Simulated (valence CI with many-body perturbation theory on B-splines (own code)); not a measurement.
## Hyperfine factors and g values of Os LV

Method: relativistic CI+MBPT: four valence electrons over a frozen Dirac-Fock core [Ar], radial functions for each j: 7 s, 7 p, 8 d, 6 f, 4 g, 1 h, with the one-electron correlation potential Σ1 (screened to all orders), the two-electron term Σ2, the three-electron term Σ3, Breit, model QED; selected single and double excitations, second order for the rest, scaled by the run's own slope (own B-spline code, finite nucleus).

The last digits are not significant, and no measured levels were compared; by estimate large intervals hold to a few tenths of a per cent, small ones and those within an open d or f shell to about a per cent. Excitations out of the core, of the other parity, are not computed and may begin above about 250 eV (a cautious bound); beyond it only levels of the ground parity were kept, without lifetimes. Only levels of the ground parity were solved; by the run's estimate the other parity begins above the list, which can be wrong where configurations are misplaced.

A/g_I is the dipole constant over the nuclear g factor μ/I (μ in nuclear magnetons, uniformly magnetised nucleus), B/Q the quadrupole constant per barn. Both hold the static response of the core; the bare values leave it out. Large factors of s and p1/2 electrons are usually good to 5 to 10 %; those of open d and f shells near neutrality can be off by tens of per cent, and small factors of p3/2, d and f electrons come from cancelling terms and can be off by a factor of two or in sign, in half-filled shells by more. B is blank for J = 1/2, where it vanishes, and for nearly pure S terms. Energies count from the lowest level. Levels with J = 0 are left out.

Levels are named by their leading jj configuration (3d3/2^4 stands for four electrons in 3d with j = 3/2), which in mixed levels can hold well under half, so a name can repeat and another be missing. Letters in brackets count levels of one name in rising energy.

```csv
Level,E (eV),g,A/g_I (MHz),A/g_I bare,B/Q (MHz/b),B/Q bare
(3d3/2^3 3d5/2) J=1,73.64,1.489,-8160,-6460,20600,20800
(3d3/2^3 3d5/2) J=4,85.84,1.056,69800,70200,7890,7760
(3d3/2^3 3d5/2) J=2,89.43,1.188,47500,48300,65500,66200
(3d3/2^3 3d5/2) J=3,92.85,1.106,63000,63500,53200,53600
(3d3/2^2 3d5/2^2) J=2 [a],156.56,1.289,17700,18800,36300,36700
(3d3/2^2 3d5/2^2) J=4 [a],159.08,1.136,55900,56500,-26200,-26600
(3d3/2^2 3d5/2^2) J=3 [a],161.25,1.178,44400,45100,10100,10200
(3d3/2^2 3d5/2^2) J=5,164.83,1.077,63200,63600,56700,57200
(3d3/2^2 3d5/2^2) J=6,167.69,1.064,67400,67700,71700,72300
(3d3/2^2 3d5/2^2) J=1,170.55,1.056,75400,75700,10800,10800
(3d3/2^2 3d5/2^2) J=3 [b],173.46,1.056,72600,72900,13300,13500
(3d3/2^2 3d5/2^2) J=4 [b],173.94,1.026,72200,72400,-17900,-18000
(3d3/2^2 3d5/2^2) J=2 [b],176.04,1.073,65600,66000,30600,30900
(3d3/2^2 3d5/2^2) J=2 [c],189.20,0.964,88800,88800,-8110,-8230
(3d3/2^2 3d5/2^2) J=4 [c],194.75,1.174,49100,49900,108000,109000
(3d3/2^2 3d5/2^2) J=2 [d],208.13,1.114,63100,63600,-39800,-40100
(3d3/2 3d5/2^3) J=4 [a],241.91,1.165,45800,46500,-60500,-61100
(3d3/2 3d5/2^3) J=3 [a],243.38,1.199,35200,36000,4070,4190
(3d3/2 3d5/2^3) J=1 [a],248.76,1.016,60100,60300,29100,29300
(3d3/2 3d5/2^3) J=5,249.51,1.132,54800,55300,-39300,-39800
(3d3/2 3d5/2^3) J=6,249.98,1.078,62300,62700,79600,80500
(3d3/2 3d5/2^3) J=2 [a],258.28,1.056,70400,70700,54300,54700
(3d3/2 3d5/2^3) J=3 [b],260.30,1.084,61900,62300,13700,14000
(3d3/2 3d5/2^3) J=3 [c],276.10,1.053,68000,68300,89100,89900
(3d3/2 3d5/2^3) J=4 [b],276.56,1.045,68600,68900,78700,79500
(3d3/2 3d5/2^3) J=1 [b],276.64,1.392,14700,16100,-46400,-46800
(3d3/2 3d5/2^3) J=2 [b],280.83,1.107,59600,60100,-114000,-115000
(3d5/2^4) J=4,334.36,1.160,45400,46100,-75600,-76300
(3d5/2^4) J=2,345.01,1.112,47400,47900,54700,55200
```

Task: Take the isotope of mass number 187, with I = 1/2, μ = 0.06442 μN. What is the hyperfine structure of (3d3/2^2 3d5/2^2) J=2 [a]?

Result: From the table A = 2280 MHz. Shifts from the centre of gravity in MHz: F = 3/2: -3420, F = 5/2: 2280.
